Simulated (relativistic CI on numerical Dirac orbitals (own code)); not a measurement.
## W4+: resonant inelastic scattering at the O2,3 edge

Computed with this model: Dirac-Coulomb-Breit CI, orbitals from a KLI potential per configuration, model QED, Kramers-Heisenberg scattering through one core-hole configuration in a parametric crystal field, unscaled Slater integrals; configurations [Xe] 4f14 5d2 → [Kr] 4d10 4f14 5s2 5p5 5d3; 300 K; core-hole width 1.5 eV; summed over polarisations. Incident energies are the highest absorption maxima for each field (at most a few, so the weaker spin-orbit partner edge can be absent), on the computed scale of the free ion. Intensities are in per cent of the strongest line above 0.02 eV; levels within 1 cm⁻¹ are merged; final levels count from the ground level, the first row holds all elastic scattering, lines under 0.4 are left out and each table stops after 24 rows. The scale of the Slater integrals is a model choice and moves the terms in proportion.

Field parameters in Wybourne normalisation: Oh B⁴₀ = 21Dq, B⁴₄ = √(5/14) B⁴₀. The field is a parameter set, without covalency.

S is read from ⟨S²⟩ = S(S + 1).

Oh, 10Dq = 8500 cm⁻¹:

| Final level (eV) | Degeneracy | Irrep | S | 43.9 eV | 47.9 eV | 54.4 eV |
| --- | --- | --- | --- | --- | --- | --- |
| 0.000 | 2 | E | 0.97 | 139.4 | 86.0 | 320.4 |
| 0.108 | 3 | T2 | 0.96 | 38.5 | 43.3 | 100.0 |
| 0.683 | 3 | T1 | 1.00 | 9.3 | 2.1 | 11.9 |
| 0.988 | 1 | A1 | 0.98 | 0.3 | 2.7 | 3.2 |
| 1.191 | 3 | T2 | 0.92 | 8.1 | 27.8 | 74.7 |
| 1.319 | 1 | A2 | 1.00 | 6.3 | 4.0 | 0.7 |
| 1.660 | 3 | T1 | 0.98 | 3.3 | 4.9 | 18.1 |
| 1.741 | 2 | E | 0.97 | 0.5 | 8.3 | 17.0 |
| 1.999 | 2 | E | 0.32 | 1.1 | 4.3 | 13.4 |
| 2.106 | 3 | T2 | 0.42 | 0.9 | 1.2 | 5.6 |
| 2.413 | 1 | A1 | 0.97 | 2.1 | 6.5 | 11.7 |
| 2.559 | 3 | T2 | 0.85 | 0.5 | 17.5 | 7.2 |
| 2.715 | 3 | T1 | 0.99 | 2.7 | 3.3 | 13.7 |
| 3.119 | 3 | T2 | 0.83 | 0.7 | 2.1 | 7.5 |
| 3.168 | 2 | E | 0.85 | 1.7 | 8.1 | 2.2 |
| 3.470 | 1 | A1 | 0.08 | 0.3 | 1.3 | 0.1 |
| 3.529 | 3 | T2 | 0.46 | 0.5 | 1.5 | 1.7 |
| 3.589 | 3 | T1 | 0.07 | 0.7 | 2.1 | 4.1 |
| 4.386 | 2 | E | 0.14 | 0.8 | 1.0 | 7.6 |
| 6.892 | 1 | A1 | 0.06 | 0.1 | 0.4 | 1.6 |

Oh, 10Dq = 19200 cm⁻¹:

| Final level (eV) | Degeneracy | Irrep | S | 44.3 eV | 54.7 eV | 56.6 eV |
| --- | --- | --- | --- | --- | --- | --- |
| 0.000 | 2 | E | 0.98 | 171.0 | 274.2 | 218.0 |
| 0.065 | 3 | T2 | 0.98 | 42.7 | 43.2 | 100.0 |
| 0.590 | 3 | T1 | 1.00 | 3.0 | 14.0 | 30.5 |
| 0.798 | 1 | A1 | 0.98 | 1.4 | 7.4 | 33.1 |
| 1.718 | 3 | T2 | 0.36 | 4.8 | 25.5 | 25.8 |
| 1.907 | 2 | E | 0.13 | 0.7 | 2.4 | 13.3 |
| 2.436 | 1 | A2 | 1.00 | 2.3 | 6.2 | 4.7 |
| 2.657 | 3 | T2 | 0.87 | 2.0 | 73.8 | 41.0 |
| 2.711 | 3 | T1 | 0.99 | 3.1 | 31.2 | 33.7 |
| 2.759 | 2 | E | 0.99 | 0.6 | 14.6 | 28.8 |
| 3.322 | 1 | A1 | 0.70 | 2.4 | 13.8 | 11.1 |
| 3.790 | 3 | T1 | 0.99 | 0.5 | 14.1 | 11.2 |
| 3.914 | 3 | T2 | 0.70 | 1.2 | 9.1 | 7.5 |
| 3.939 | 1 | A1 | 0.54 | 0.1 | 1.8 | 4.4 |
| 4.140 | 2 | E | 0.96 | 0.8 | 6.9 | 0.4 |
| 4.415 | 3 | T2 | 0.63 | 0.4 | 14.5 | 11.5 |
| 4.700 | 3 | T1 | 0.06 | 1.5 | 10.0 | 1.9 |
| 5.222 | 3 | T2 | 0.91 | 0.9 | 18.1 | 13.7 |
| 6.747 | 2 | E | 0.05 | 0.4 | 4.7 | 7.2 |

For the first field the strongest loss at the lowest incident energy is the level at 0.11 eV (S = 0.96, against 0.97 in the thermal ground state). Levels of other spin, the first over 8 % at 2.00 eV, appear because spin-orbit coupling of the core hole, and in heavier ions of the valence shell too, mixes spins.
